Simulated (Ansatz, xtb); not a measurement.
**ClFSi2Te: which of two structures lies lower**

Structure a: a singlet given by its coordinates. Structure b: a singlet given by its coordinates. Both are isolated molecules in the gas phase, relaxed with r2SCAN-D4/def2-SVP.

a (Å):

```xyz
5

Cl    0.8890   -1.6213    1.8617
F     1.7851   -0.8188   -0.8159
Si    1.4535   -0.0582    0.5886
Si   -0.6483    1.2436    0.2687
Te   -1.0156    3.3849    1.0175
```

Close contacts (Å): Cl1–Si3 2.09, F2–Si3 1.63, Si3–Si4 2.49, Si4–Te5 2.30.

b (Å):

```yaml
atoms:
  - { symbol: Cl, position_ang: [0.4355, 3.6015, 1.8740] }
  - { symbol: F, position_ang: [0.9070, -2.5016, -0.5602] }
  - { symbol: Si, position_ang: [-0.0672, -1.2282, -0.2277] }
  - { symbol: Si, position_ang: [-0.4121, 1.8879, 0.9942] }
  - { symbol: Te, position_ang: [1.6385, 0.3942, 0.7836] }
```

Close contacts (Å): Cl1–Si4 2.10, F2–Si3 1.64, Si3–Te5 2.56, Si4–Te5 2.55.

Question: Which of the two would you expect CCSD(T)/def2-SVP + ΔMP2/def2-TZVPP electronic energies to favour?

Answer: Structure b; the calculation gives E(b) − E(a) = −4.3 kcal/mol.

How the difference moves with the method:

| level | geometry | E(b) − E(a) (kcal/mol) | departure from the last row (kcal/mol) | job, with rough time for the two |
| --- | --- | --- | --- | --- |
| r2SCAN-D4/def2-SVP | r2SCAN-D4/def2-SVP | −0.6 | +3.8 | optimisation, 2 min |
| HF/def2-SVP | r2SCAN-D4/def2-SVP | −12.9 | −8.5 | part of the CCSD(T) run |
| MP2/def2-SVP | r2SCAN-D4/def2-SVP | −1.1 | +3.3 | part of the CCSD(T) run |
| CCSD(T)/def2-SVP | r2SCAN-D4/def2-SVP | −2.5 | +1.9 | single point |
| CCSD(T)/def2-SVP + ΔMP2/def2-TZVPP | r2SCAN-D4/def2-SVP | −4.3 |  | single point, 60 s |

The levels shown agree on the order. The largest departure from CCSD(T)/def2-SVP + ΔMP2/def2-TZVPP is that of HF/def2-SVP, 8.5 kcal/mol. Levels run at GFN2-xTB geometries aren't shown. The last row adds to CCSD(T) the change of the MP2 difference between the two basis sets, here −1.9 kcal/mol.

With harmonic frequencies from r2SCAN-D4/def2-SVP (ideal gas, rigid rotor, one conformer each, 298.15 K, 1 atm): on the last row, ΔE + ΔZPE = −4.6 kcal/mol. A mode under 50 cm⁻¹ makes harmonic enthalpies and free energies unreliable, so none is given.

The T1 diagnostic of structure a is large, so the coupled-cluster value is less sure. The correlated steps freeze 20 core orbitals; the filled d shell of Te is correlated, in a basis made for valence electrons. Atoms past krypton carry core potentials in the def2 sets and no spin–orbit term is included. Run with Ansatz 0.2.0; the last row on 1 thread of AMD EPYC 7R43 64-Core Processor (Zen 3) on a shared host.
